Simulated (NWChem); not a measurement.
TiN$_{2}$H$_{3}$Cl; SMILES [NH2][Ti]([Cl])=[NH]

```xyz
7

Ti    -0.0585     0.1840     0.2894
N     -1.3502     1.1619     0.6087
H     -2.2560     1.6033     0.7652
Cl    -0.2154    -1.9971    -0.2976
N      1.5181     1.1765     0.4642
H      2.4472     0.7841     0.3099
H      1.6066     2.1577     0.7134
```
Atoms are numbered in this order, from 1.

Program: NWChem. All runs use the structure optimised with PBE0/def2-SVP. Vzz is the largest principal value of the second derivative of the potential at the nucleus (NWChem prints the opposite sign); η is the asymmetry. Non-relativistic.

### Question
What does the run give for Hartree-Fock/def2-TZVP? Quantities: Vzz Ti1 (a.u.); η Ti1; Vzz N2 (a.u.); η N2; Vzz Cl4 (a.u.); η Cl4; Vzz N5 (a.u.); η N5.

### Answer
```json
{
 "Vzz Ti1 (a.u.)": "1.656",
 "η Ti1": "0.11",
 "Vzz N2 (a.u.)": "-0.290",
 "η N2": "0.81",
 "Vzz Cl4 (a.u.)": "-0.351",
 "η Cl4": "0.96",
 "Vzz N5 (a.u.)": "0.556",
 "η N5": "0.73"
}
```
